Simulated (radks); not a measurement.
Results of a calculation; reference values are marked as such.
Neutral thulium inside a hard spherical wall (all orbitals vanish at R), configuration held at [Xe] 4f13 6s2 and not refilled when levels cross. Code: a radial shooting solver on a logarithmic mesh with Libxc functionals. Model: scalar-relativistic Kohn-Sham, LDA (Slater exchange, VWN5 correlation), spin-polarised, spherical densities, finite nucleus; open shells are filled with parallel spins first (spin-orbit coupling, left out, can overturn this in heavy ions); Fermi nuclear charge, rms radius 5.2256 fm. Eigenvalues in eV for spin up, with the zero of energy where the potential of the charges vanishes at infinity; a dash marks a level that is unbound or too diffuse for the functional's potential to be trusted. A positive occupied level is held by the wall or, in an anion where self-interaction has pushed it up, behind a barrier. The pressure on the wall is -dE/dV.

| R (bohr) | E (hartree) | kinetic (hartree) | e(5s) | e(5p) | e(6s) | e(4f) | e(6p, empty) | e(5d, empty) | pressure (GPa) |
|---|---|---|---|---|---|---|---|---|---|
| free | -13557.6049 | 14729.169 | -53.735 | -27.208 | -4.043 | -3.686 | - | - | 0 |
| 20 | -13557.6049 | 14729.169 | -53.735 | -27.208 | -4.043 | -3.686 | -1.172 | -0.979 | < 0.0001 |
| 12 | -13557.6047 | 14729.172 | -53.712 | -27.185 | -4.025 | -3.664 | -1.084 | -0.946 | 0.00390 |
| 10 | -13557.6031 | 14729.186 | -53.611 | -27.084 | -3.943 | -3.564 | -0.856 | -0.832 | 0.0425 |
| 7 | -13557.5705 | 14729.378 | -52.641 | -26.134 | -2.967 | -2.611 | 1.016 | 0.187 | 1.59 |
| 6 | -13557.5140 | 14729.636 | -51.689 | -25.213 | -1.714 | -1.660 | 3.127 | 1.249 | 5.79 |
| 3.5 | -13556.1792 | 14734.735 | -43.266 | -17.172 | 18.203 | 7.604 | 31.409 | 12.649 | 369 |
| 3 | -13554.6551 | 14740.476 | -37.438 | -11.183 | 36.376 | 14.579 | 54.398 | 21.416 | 1200 |
| 2.5 | -13550.7310 | 14754.636 | -25.892 | 1.634 | 75.984 | 28.419 | 101.37 | 39.554 | 4710 |
| 2 | -13538.9378 | 14793.959 | 1.664 | 33.953 | 172.53 | 58.127 | 209.62 | 82.965 | 23800 |
